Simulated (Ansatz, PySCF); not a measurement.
CH7ClN2Sn (SMILES [CH3][Sn]([NH2])([NH2])[Cl]), singlet, geometry from GFN2-xTB (such geometries of metal compounds can be far from the true shape) (all electrons, no relativity), with bond 8-1 at 2.4 times its length. Base run: PySCF with CASSCF(4,5)/STO-3G.

PySCF was given this input:
```python
from pyscf import gto, scf, mcscf
import numpy

mol = gto.M(
    atom='''
C     2.065854   -0.124793    0.930689
Sn    0.039695    0.123937    0.191593
N    -1.303718   -0.544727    1.572942
N    -0.394918    2.100675   -0.162347
Cl   -0.287269   -1.145837   -1.759592
H     2.157288   -1.118424    1.351676
H     2.244949    0.619242    1.696104
H     3.755649    0.170824   -1.023703
H    -1.859598   -1.325415    1.244755
H    -1.956165    0.179307    1.849565
H     0.310020    2.557477   -0.729182
H    -1.272295    2.228907   -0.654161
''',
    basis='sto-3g',
    charge=0,
    spin=0,
    verbose=4,
)

mf = scf.RHF(mol)
mf.kernel()
mc = mcscf.CASSCF(mf, 5, 4)
mc.fix_spin_(ss=0.0)
mc.kernel()
occ = numpy.linalg.eigvalsh(mc.fcisolver.make_rdm1(mc.ci, mc.ncas, mc.nelecas))[::-1]
ss = mc.fcisolver.spin_square(mc.ci, mc.ncas, mc.nelecas)[0]
print('natural occupations', occ.round(4), ' <S^2>', round(ss, 4))
```

Programs used: Ansatz (a program for electronic structure), PySCF; a row that names a program was run with it.

Each row names what was changed in the base input (with any setting that the change needs).

```json
[
 {"change": "base", "ΔE vs base (kcal/mol)": "0.000", "natural occupations": "1.97 1.31 0.69 0.02 0.00", "<S^2> of the state": "0.00", "outcome": "converged"},
 {"change": "active space = 8 electrons, 6 orbitals", "ΔE vs base (kcal/mol)": "-", "natural occupations": "-", "<S^2> of the state": "-", "outcome": "not converged"},
 {"change": "conv_tol = 1e-5", "ΔE vs base (kcal/mol)": "0.003", "natural occupations": "1.97 1.31 0.69 0.02 0.00", "<S^2> of the state": "0.00", "outcome": "converged"},
 {"change": "fix_spin_ = off", "ΔE vs base (kcal/mol)": "0.000", "natural occupations": "1.97 1.31 0.69 0.02 0.00", "<S^2> of the state": "0.00", "outcome": "converged"},
 {"change": "active space = 2 electrons, 4 orbitals", "ΔE vs base (kcal/mol)": "8.61", "natural occupations": "1.31 0.69 0.00 0.00", "<S^2> of the state": "0.00", "outcome": "converged"},
 {"change": "solver = newton", "ΔE vs base (kcal/mol)": "0.000", "natural occupations": "1.97 1.31 0.69 0.02 0.00", "<S^2> of the state": "0.00", "outcome": "converged"},
 {"change": "correction = SC-NEVPT2", "ΔE vs base (kcal/mol)": "-95.2", "natural occupations": "1.97 1.31 0.69 0.02 0.00", "<S^2> of the state": "0.00", "outcome": "converged"},
 {"change": "active space = 8 electrons, 7 orbitals", "ΔE vs base (kcal/mol)": "-14.55", "natural occupations": "2.00 1.98 1.97 1.31 0.69 0.03 0.02", "<S^2> of the state": "0.00", "outcome": "converged"},
 {"change": "orbitals = fixed (CASCI); correction = SC-NEVPT2", "ΔE vs base (kcal/mol)": "-92.6", "natural occupations": "2.00 1.32 0.68 0.00 0.00", "<S^2> of the state": "0.00", "outcome": "converged"},
 {"change": "active space = 6 electrons, 5 orbitals", "ΔE vs base (kcal/mol)": "-", "natural occupations": "-", "<S^2> of the state": "-", "outcome": "not converged"},
 {"change": "code = ansatz", "ΔE vs base (kcal/mol)": "-1.67", "natural occupations": "-", "<S^2> of the state": "-", "outcome": "converged"}
]
```

Active orbitals are taken around the Fermi level unless the row says otherwise; CASSCF can end in different local minima, and two programs can end on different orbitals. State-averaged rows give the lowest state.
